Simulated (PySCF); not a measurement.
## Assigning NMR signals

Structure with atom numbers: `[CH:1]#[C:2][C:3](=[O:4])[O:5][SiH:6]([CH3:7])[CH3:8]`. Each H is labelled by its parent atom.

- shielding tensors at PBE0/pcSseg-1 (GIAO)
- geometry from GFN2-xTB
- program: PySCF 2.14
- no relativistic terms, rapidly exchanging positions averaged, one conformer, in vacuum

Chemical shifts δ = σref − σ; ¹³C (σ = 186.93 ppm), ¹H (σ = 31.72 ppm) vs TMS, all at this level.

(1) Assign these signals to the numbered atoms. ¹³C{¹H} NMR (computed): δ 157.9 (C), 81.4 (CH), 80.5 (C), -1.4 (CH3).

(2) Assign these signals to the numbered atoms. ¹H NMR (400 MHz, computed): δ 4.95 (sept, 1H), 2.25 (s, 1H), 0.47 (d, 6H).

Results:

(1) 
```tsv
δ (ppm)	atoms	environment	reason
157.9	C3	carbonyl carbon	–
81.4	C1	terminal alkyne carbon	the triple bond shields along its axis, which puts it between sp3 and sp2 carbons
80.5	C2	alkyne carbon	sp carbons lie upfield of alkene carbons because the cylindrical π system leaves one tensor component strongly shielded
-1.4	C7/C8	methyl carbon bonded to Si	an electropositive neighbour leaves it electron-rich and shielded
```

C1 and C2 lie closer than the usual error of such a calculation, so a measured spectrum could show them in the other order.

(2) 
| δ (ppm) | atoms | environment | reason |
| --- | --- | --- | --- |
| 4.95 | H(Si6) | hydrogen on a silicon bonded to 2 C, O | – |
| 2.25 | H(C1) | hydrogen on a terminal alkyne carbon | it lies on the axis of the triple bond, in its shielding cone |
| 0.47 | H(C7)/H(C8) | hydrogen on a methyl carbon bonded to Si | an electropositive neighbour shields it, as in TMS itself |

Shifts are as computed. Against solution values, carbons near 30 ppm lie about +3 ppm off and those near 130 ppm about +5 ppm. Of 1309 compounds with measured shifts, 239 miss one by over three times the rms of a fit or turn the order of signals round; such compounds aren't used in these exercises. Multiplicities follow the n + 1 count of equivalent neighbours, as no J values were calculated; m marks all less simple cases, F and P coupling included.
